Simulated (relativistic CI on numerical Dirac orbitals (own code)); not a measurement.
# Crystal-field levels of Re4+, 5d3

Calculated by Dirac-Coulomb-Breit CI, separate exchange-only KLI orbitals for each configuration, a model potential for QED, valence Slater integrals scaled by 0.65, one configuration in a parametric crystal field (own radial code).

Field parameters in Wybourne normalisation: D3d B²₀ = −7Dσ, B⁴₀ = −14Dq − 21Dτ, B⁴₃ = −14√(10/7) Dq. The field is a parameter set, without covalency.

S is read from ⟨S²⟩ = S(S + 1).

Levels (cm⁻¹, degeneracy): 0 (2), 167 (2), 9838 (2), 10837 (2), 11721 (2), 11889 (2), 12471 (2), 19759 (2), 21030 (2), 21820 (2), 40896 (2), 41325 (2).

(1) Which field gives this pattern?
A. D3d, 10Dq = 41600, Dσ = -550, Dτ = -70 cm⁻¹
B. D3d, 10Dq = 41600, Dσ = -760, Dτ = -70 cm⁻¹
C. D3d, 10Dq = 41600, Dσ = 980, Dτ = -70 cm⁻¹
D. D3d, 10Dq = 41600, Dσ = 760, Dτ = -70 cm⁻¹

## Answers

(1) D. D3d, 10Dq = 41600, Dσ = 760, Dτ = -70 cm⁻¹, ground level with S = 1.45.
